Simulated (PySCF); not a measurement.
This PySCF input asks for the NMR shieldings of `OCPC1CCC1`, C₅H₁₁OP; the geometry comes from GFN2-xTB.

```python
import basis_set_exchange as bse
import numpy as np
from pyscf import gto, dft
from pyscf.prop import nmr

atoms = """
O     3.504420   -0.424906   -0.689757
C     2.343715    0.220165   -0.232873
P     1.159378   -1.006370    0.552812
C    -0.325096    0.104328    0.651285
C    -0.915384    0.701979   -0.641459
C    -2.311209    0.258495   -0.181510
C    -1.671856   -0.590898    0.925571
H     3.947387   -0.842719    0.057686
H     2.581172    1.002119    0.506057
H     1.889009    0.693648   -1.106625
H     0.796229   -1.612117   -0.655770
H    -0.108155    0.874606    1.397708
H    -0.587223    0.181237   -1.540565
H    -0.773909    1.771885   -0.780749
H    -2.901655   -0.286381   -0.915155
H    -2.905538    1.081015    0.211315
H    -2.078584   -0.466907    1.926614
H    -1.651462   -1.652862    0.683763
"""
names = dict.fromkeys(["O", "C", "P", "H"], "pcSseg-1")
basis = {el: gto.basis.parse(bse.get_basis(n, elements=[el], fmt="nwchem")) for el, n in names.items()}
mol = gto.M(atom=atoms, basis=basis, charge=0, verbose=0)
mf = dft.RKS(mol, xc="PBE0")
mf.grids.level = 2
mf.grids.alignment = dft.numint.BLKSIZE   # the property module wants whole blocks of grid points
mf.conv_tol = 1e-9
mf.kernel()

calc = nmr.RKS(mf)   # GIAO
C = mf.mo_coeff
Co = C[:, mf.mo_occ > 0]
resp = mf.gen_response(singlet=True, hermi=2)
def vind(x):   # induced exchange potential for any number of trial vectors
    d = np.einsum("pi,xij,qj->xpq", C, 2 * x.reshape(-1, C.shape[1], Co.shape[1]), Co, optimize=True)
    return np.einsum("xpq,pi,qj->xij", resp(d - d.transpose(0, 2, 1)), C, Co, optimize=True).ravel()
mo1, _ = nmr.rhf.solve_mo1(calc, with_cphf=vind)
sigma = calc.kernel(mo1)
for i, s in enumerate(sigma):   # ppm
    w = np.linalg.eigvalsh((s + s.T) / 2)
    print("%2d %-2s iso %8.1f  s11 %8.1f  s22 %8.1f  s33 %8.1f" % (i, mol.atom_pure_symbol(i), w.mean(), *w))
```

Q: What are the results?

A: 
```
 0 O  iso    308.8  s11    259.4  s22    303.4  s33    363.6
 1 C  iso    124.4  s11     83.6  s22    113.7  s33    175.8
 2 P  iso    369.4  s11    324.4  s22    339.8  s33    444.1
 3 C  iso    159.4  s11    142.5  s22    163.5  s33    172.1
 4 C  iso    151.3  s11    126.1  s22    148.6  s33    179.2
 5 C  iso    167.2  s11    155.3  s22    166.1  s33    180.2
 6 C  iso    159.7  s11    144.8  s22    152.9  s33    181.4
 7 H  iso     31.7  s11     22.6  s22     29.6  s33     42.7
 8 H  iso     27.7  s11     22.1  s22     29.3  s33     31.6
 9 H  iso     27.2  s11     22.1  s22     28.9  s33     30.5
10 H  iso     28.6  s11     25.2  s22     28.6  s33     32.0
11 H  iso     29.5  s11     26.1  s22     29.5  s33     33.0
12 H  iso     29.7  s11     26.3  s22     29.8  s33     33.0
13 H  iso     29.2  s11     25.4  s22     27.7  s33     34.5
14 H  iso     29.6  s11     25.8  s22     26.6  s33     36.5
15 H  iso     29.6  s11     26.5  s22     26.9  s33     35.3
16 H  iso     29.5  s11     26.0  s22     26.6  s33     35.8
17 H  iso     29.8  s11     26.4  s22     29.1  s33     33.8
```

These numbers come from an equivalent density-fitted implementation of the same equations, which agrees with the script to about 0.01 ppm for H and up to a few tenths of a ppm for heavy atoms, so last digits may differ.

Size and cost of the density-fitted run: 181 basis functions, 24 s wall time on 1 thread of an Arm Neoverse V1, shared host; peak memory 0.82 GiB.
